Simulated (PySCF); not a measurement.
PySCF job for BrF2HOSi, SMILES [Si](F)(F)(Br)O, PBE-D3(BJ)/def2-SVP. Coordinates come from a PBE-D3(BJ)/def2-SVP optimisation. The structure was generated by enumeration, and PubChem lists no compound with its InChIKey, so it may never have been made. One conformer was computed; it need not be the lowest.

```python
import numpy as np
from pyscf import gto, scf, dft, df
from pyscf.hessian import thermo

mol = gto.M(
    atom='''
    O     1.55887061    1.32635953   -0.00000005
    Si   -0.00015294    0.80199291    0.00000000
    F    -0.81088592    1.35623442    1.28947526
    F    -0.81088601    1.35623441   -1.28947521
    Br    0.01257833   -1.38695157    0.00000000
    H     1.68688213    2.29230834   -0.00000006
    ''',
    basis='def2-SVP',
    charge=0,
    spin=0,
    max_memory=1600,
    verbose=3,
)
mf = dft.RKS(mol, xc='pbe').density_fit(auxbasis='def2-universal-jkfit')
mf.disp = 'd3bj'
mf.grids.level = 3
mf.conv_tol = 1e-11
mf.max_cycle = 100
mf.kernel()

# [left out here: the lines that compute and print the analytic Hessian (its translational invariance restored by hand, since the grid's response is missing), thermochemistry and intensities]
```

Log of the run:

```
converged SCF energy = -3137.96023450001

WARN: DFTD3 does not support analytical Hessian, using finite difference


WARN: Mole.unit (angstrom) is changed to Bohr

Mode                                 0                   1                   2
Irrep
Freq [cm^-1]                      119.0502            187.9244            205.1363
Reduced mass [au]                   1.5766             10.5325              2.9037
Force const [Dyne/A]                0.0132              0.2192              0.0720
Char temp [K]                     171.2867            270.3814            295.1454
Normal mode                   x     y     z       x     y     z       x     y     z
       0   O                 0.00 -0.00 -0.02   -0.00  0.16  0.00    0.00  0.00 -0.05
       1  Si                -0.00  0.00 -0.01    0.05  0.00  0.00    0.00 -0.00 -0.06
       2   F                -0.04 -0.09  0.00    0.04 -0.08  0.03    0.00 -0.11 -0.01
       3   F                 0.04  0.09  0.00    0.04 -0.08 -0.03   -0.00  0.11 -0.01
       4  Br                 0.00 -0.00  0.02   -0.04  0.00 -0.00   -0.00  0.00  0.03
       5   H                 0.00 -0.00 -0.78   -0.12  0.18 -0.00   -0.00  0.00  0.56
Mode                                 3                   4                   5
Irrep
Freq [cm^-1]                      264.4904            318.5171            320.2076
Reduced mass [au]                  12.1406             17.8632             14.2052
Force const [Dyne/A]                0.5004              1.0678              0.8581
Char temp [K]                     380.5428            458.2752            460.7074
Normal mode                   x     y     z       x     y     z       x     y     z
       0   O                 0.03 -0.11 -0.00   -0.09 -0.02 -0.00    0.00  0.00 -0.17
       1  Si                -0.00  0.00  0.00   -0.08 -0.00  0.00    0.00  0.00  0.08
       2   F                -0.02 -0.09  0.03    0.08  0.01  0.10   -0.09  0.01  0.02
       3   F                -0.02 -0.09 -0.03    0.08  0.01 -0.10    0.09 -0.01  0.02
       4  Br                 0.00  0.07  0.00    0.01  0.00 -0.00   -0.00 -0.00 -0.01
       5   H                 0.17 -0.13  0.00   -0.07 -0.02  0.00    0.00  0.00  0.13
Mode                                 6                   7                   8
Irrep
Freq [cm^-1]                      470.3802            750.5433            855.6484
Reduced mass [au]                   7.8393              2.1932              2.7312
Force const [Dyne/A]                1.0219              0.7279              1.1781
Char temp [K]                     676.7723           1079.8646           1231.0875
Normal mode                   x     y     z       x     y     z       x     y     z
       0   O                -0.06  0.00 -0.00    0.14 -0.01  0.00    0.02  0.06  0.00
       1  Si                -0.00 -0.13  0.00   -0.00 -0.03 -0.00    0.03 -0.10 -0.00
       2   F                 0.04  0.01 -0.06   -0.04  0.02  0.06   -0.04  0.04  0.07
       3   F                 0.04  0.01  0.06   -0.04  0.02 -0.06   -0.04  0.04 -0.07
       4  Br                 0.00  0.04 -0.00    0.00  0.00  0.00   -0.00  0.01  0.00
       5   H                -0.30  0.03 -0.00   -0.64  0.12  0.00    0.58 -0.03  0.00
Mode                                 9                  10                  11
Irrep
Freq [cm^-1]                      940.5516            974.7680           3754.2524
Reduced mass [au]                  22.4792              9.2800              1.0665
Force const [Dyne/A]               11.7165              5.1952              8.8565
Char temp [K]                    1353.2443           1402.4741           5401.5334
Normal mode                   x     y     z       x     y     z       x     y     z
       0   O                -0.00 -0.00  0.01   -0.13 -0.06  0.00    0.01  0.06 -0.00
       1  Si                 0.00  0.00 -0.13    0.13  0.01  0.00   -0.00  0.00  0.00
       2   F                -0.06  0.04  0.09   -0.03  0.02  0.04   -0.00 -0.00  0.00
       3   F                 0.06 -0.04  0.09   -0.03  0.02 -0.04   -0.00 -0.00 -0.00
       4  Br                -0.00 -0.00  0.00   -0.00 -0.00  0.00    0.00 -0.00 -0.00
       5   H                -0.00 -0.00 -0.01   -0.25 -0.05  0.00   -0.15 -0.95  0.00
temperature 298.1500 [K]
pressure 101325.00 [Pa]
Rotational constants [GHz] 3.89772 1.49782 1.48331
Symmetry number 1
Zero-point energy (ZPE) 0.02087 [Eh]   54797.758 [J/mol]
                           tot       elec      trans        rot        vib
Entropy [J/mol/K]       344.213      0.000    172.273    117.188     54.752
Cv [J/mol/K]             83.942      0.000     12.472     12.472     58.999
Cp [J/mol/K]             92.257      0.000     20.786     12.472     58.999
Internal energy [J/mol]                      3718.434   3718.434  64203.463
Internal energy [Eh]   -3137.93295  -3137.96023
Enthalpy [J/mol]                             6197.391   3718.434  64203.463
Enthalpy [Eh]          -3137.93200
Gibbs free energy [J/mol]                  -45165.788 -31221.182  47879.214
Gibbs free energy [Eh] -3137.97109
mode   freq/cm-1   IR/(km/mol)
   1      119.05        68.964
   2      187.92         0.929
   3      205.14        28.240
   4      264.49        15.684
   5      318.52        21.300
   6      320.21        44.167
   7      470.38       130.827
   8      750.54       108.965
   9      855.65       226.066
  10      940.55       144.521
  11      974.77       134.581
  12     3754.25       112.870
max |gradient| / (hartree/bohr): 0.00018593092383906645
APT charges: [-0.8083  2.0752 -0.61   -0.61   -0.3632  0.3164]
```

Self-consistency was reached.

Cost: around 100 core-seconds (rough).
